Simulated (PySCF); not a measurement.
Electron correlation in Ho(2+) (holmium, charge +2)

[Xe] 4f10 6p1, one real determinant (an excited configuration). Calculation: PySCF 2.14, in ANO-RCC-VTZP (8s7p5d3f2g1h, 104 functions); scalar relativity by spin-free X2C-1e. Frozen: [Ar] 3d10; 37 electrons correlated.

MP2 pair energies summed by pair of shells (mhartree):

```csv
pair,energy,share (%)
4f-4f,-325.38,23.1
4d-4f,-284.06,20.2
4f-5p,-227.43,16.1
5p-5p,-129.65,9.2
4d-4d,-87.01,6.2
4d-5p,-67.99,4.8
4p-4f,-54.88,3.9
4f-5s,-50.26,3.6
4p-4d,-45.91,3.3
5s-5p,-33.93,2.4
4d-5s,-22.44,1.6
5p-6p,-14.02,1.0
4s-4f,-11.61,0.8
4p-4p,-10.27,0.7
4s-4d,-9.01,0.6
4p-5p,-7.68,0.5
4f-6p,-6.94,0.5
5s-5s,-6.41,0.5
4s-4p,-5.13,0.4
4p-5s,-3.97,0.3
4d-6p,-1.40,0.1
4s-5p,-0.92,0.1
4s-4s,-0.90,0.1
5s-6p,-0.74,0.1
4s-5s,-0.36,0.0
4p-6p,-0.13,0.0
4s-6p,-0.02,0.0
```

Total MP2 correlation energy: -1408.5 mhartree.

Same-spin part -540.59 and opposite-spin part -867.86 mhartree; SCS-MP2 scales them by 1/3 and 6/5 to -1221.6 mhartree.

The reference is one real determinant that mixes LS terms of this configuration.
